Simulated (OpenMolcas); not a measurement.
Be+: CASPT2 settings compared

```
Program             : OpenMolcas
Basis               : ANO-L-VDZP [3s2p1d]
Scalar Hamiltonian  : non-relativistic, point nucleus
Active space        : 1 electron in 4 orbitals (2s 2p)
State averaging     : 2S+1 = 2 even, 1 root; 2S+1 = 2 odd, 3 roots
Spin-orbit coupling : RASSI with atomic mean-field integrals over the reference wave functions, term energies averaged over their components
```

Methods on the same reference wave functions:
A. CASSCF
B. SS-CASPT2, IPEA 0.1 Eh, sigma2 regulariser 0.4 Eh (closed shells correlated: 1s)
C. SS-CASPT2, IPEA 0.1 Eh, sigma1 regulariser 0.4 Eh (closed shells correlated: 1s)
D. SS-CASPT2, IPEA 0.35 Eh, real shift 0.4 Eh (closed shells correlated: 1s)

Energies in cm⁻¹ above 2s ²S_1/2, the measured ground level; measured values from NIST Handbook of Basic Atomic Spectroscopic Data.

| Level | A | B | C | D | Measured |
| --- | --- | --- | --- | --- | --- |
| 2s ²S_1/2 | 0.0 | 0.0 | 0.0 | 0.0 | 0.0 |
| 2p ²P°_1/2 | 32473 | 32419 | 32419 | 32420 | 31929 |
| 2p ²P°_3/2 | 32477 | 32423 | 32423 | 32424 | 31935 |

Deviations, from unrounded energies. A percentage is the sum of absolute deviations over the sum of measured energies, with the sign that they share, or ± where signs differ.

| Against measurement | Levels | A | B | C | D |
| --- | --- | --- | --- | --- | --- |
| mean absolute deviation (cm-1) | 2 | 540 | 490 | 490 | 490 |
| other configurations (%) | 2 | +1.7 | +1.5 | +1.5 | +1.5 |

B, C, D lie about equally close to measurement and A furthest from it. The largest miss of B in the table is 2p ²P°_1/2, by +490 cm-1. The ranking rests on the paired levels alone, and a cruder setting can come out closer through cancelling errors.

Among B to D no level of the table moves by more than 5 cm-1.

The two smallest mean deviations differ by little beside CASPT2's spread within terms, so their order carries little weight.

The lowest spin-free term lies below A's lowest term by 0.001 hartree in B, 0.001 hartree in C, 0.001 hartree in D.

ANO sets are built for ground and valence states and can reach diffuse excited orbitals poorly. With one active electron the reference holds no correlation, so core polarisation is missing (holds for A). With one active electron, CASPT2 adds the correlation within the correlated inactive shells and between them and that electron, and leaves the splitting within a term as the reference gives it (holds for B; C; D). Measured partners are found by configuration, term and J. A level has none where our copy of the source lacks it or the pairing is in doubt (some pairs that miss far off the trend of their configuration count as doubtful), and it then counts in no deviation. Levels of configurations outside the active space are missing.

° marks odd parity.
